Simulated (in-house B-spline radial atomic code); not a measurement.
A run on neutral gallium that did not converge. Method: scalar-relativistic (X2C) BHandHLYP, spin-polarised, spherical fractional occupations, Fermi nucleus of rms radius 3.9973 fm; computed with an all-electron radial atomic-structure program (B-spline basis).

Command:
```bash
python run_scf.py task.json out
```
Settings (nuclear radius in fm, mass in u):
```
Z                31
configuration    [Ar] 3d10 4s2 4p0.875 4d0.125
hamiltonian      x2c
method           bhandhlyp
spin_polarised   True
nucleus          fermi
rms_radius       3.9973
atomic_mass      68.92557
speed_of_light   137.035999084
```

First and last ten iterations of the last attempt (damped for 15 steps, keeping 80 % of the old Fock matrix, then DIIS):
```
 iter        energy (Eh)    residual
    1       -1943.247812    3.78e-01
    2       -1943.654274    7.32e-02
    3       -1943.752732    4.45e-02
    4       -1943.783233    3.19e-02
    5       -1943.792781    2.33e-02
    6       -1943.795964    1.73e-02
    7       -1943.797147    1.29e-02
    8       -1943.797649    9.78e-03
    9       -1943.797890    7.44e-03
   10       -1943.798016    5.68e-03
  111       -1943.798187    2.33e-06
  112       -1943.798187    2.23e-06
  113       -1943.798187    2.61e-06
  114       -1943.798187    2.25e-06
  115       -1943.798187    2.37e-06
  116       -1943.798187    2.22e-06
  117       -1943.798187    2.19e-06
  118       -1943.798187    2.31e-06
  119       -1943.798187    2.26e-06
  120       -1943.798187    2.29e-06
 not converged after 120 iterations
```

The smallest residual met was 9.4e-07; the threshold is about 3e-07. Over the last five steps the energy moves by less than 5e-08 hartree, but the orbitals didn't meet the threshold. Cost of the run: 4.5 s on 1 thread of Arm Neoverse V2 (shared host).
